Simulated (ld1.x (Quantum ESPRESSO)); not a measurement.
## thallium (Tl): one change to a TM potential, before and after

* Element: Tl
* Generator: ld1.x (Quantum ESPRESSO) 7.5
* Type: norm-conserving Troullier–Martins (Kleinman–Bylander form)
* Functional: revPBE
* Relativity: scalar-relativistic
* Frozen core: [Xe] 4f14
* Valence charge: 13
* Reference configuration: 5d10 6s2 6p1
* Partial waves: 6p (bound): rc 2.05 bohr; 5d (bound): rc 2.05 bohr; 6s (bound): rc 1.80 bohr
* Local potential: the s channel
* Core correction: a·sin(br)/r model core, default radius (core density twice the valence density)

Change: local potential all-electron potential smoothed inside 1.45 bohr (lloc = -2).

Cutoffs: the cutoffs (Ry, on a coarse ladder) from which the occupation-weighted sum of valence levels, in a spherical-Bessel basis at the reference potential, stays within 10 and 1 mRy of its value at 400 Ry; they do not see the model core or the augmentation charge, which bear on the density cutoff. Errors are all-electron minus pseudo energies relative to the spin-unpolarised reference configuration.

How do hardness, ghosts and transferability respond?

The potential gets neither clearly harder nor softer (50 Ry and 80 Ry → 50 Ry and 80 Ry); a bound ghost appears in s, which as a rule spoils a file; of the 7 tests that both files solve, the error grows in 3 and shrinks in 1 by more than 15 % and 0.3 meV (median size 5.8 → 10.6 meV); the range in which the s phases agree widens (upper end 2.8 → at the end of the scan); the range in which the d phases agree widens (upper end 1.5 → at the end of the scan). In the separable form a ghost depends on how the local part lies against the semilocal potential of the channel, so the choice of the local part can create or remove one.

```tsv
quantity	base	changed
cutoff, loose	50 Ry	50 Ry
cutoff, tight	80 Ry	80 Ry
loose cutoff by channel (10 mRy a level)	p 18 Ry, d 40 Ry, s 18 Ry	s 21 Ry, p 6 Ry, d 40 Ry
bound ghosts	none	s
error for 5d10 6s2 6p0, meV [ΔE 5.07 eV]	-3.6	-4.1
error for 5d10 6s1 6p0, meV [ΔE 25.72 eV]	-23	-27
error for 5d10 6s0 6p0, meV [ΔE 55.70 eV]	-82	-77
error for 5d10 6s0 6p3, meV [ΔE 15.20 eV]	-12	+22
error for 5d10 6s2 6p1.3, meV [ΔE -0.47 eV]	+0.3	+0.4
error for 5d10 6s1 6p2, meV [ΔE 7.41 eV]	-3.9	+0.8
error for 5d10 6s1 6p1, meV [ΔE 13.35 eV]	-5.8	+11
s: phases at 2.25 bohr within 0.05 rad from the reference energy up to (Ry; the scan ends near 5)	2.8	to the end of the scan
p: phases at 2.25 bohr within 0.05 rad from the reference energy up to (Ry; the scan ends near 5)	0.8	0.2
d: phases at 2.25 bohr within 0.05 rad from the reference energy up to (Ry; the scan ends near 5)	1.5	to the end of the scan
```

 A true bound ghost makes a file unfit for plane-wave use even where its test errors are small: the radial tests pick states by their node count and pass the ghost by.
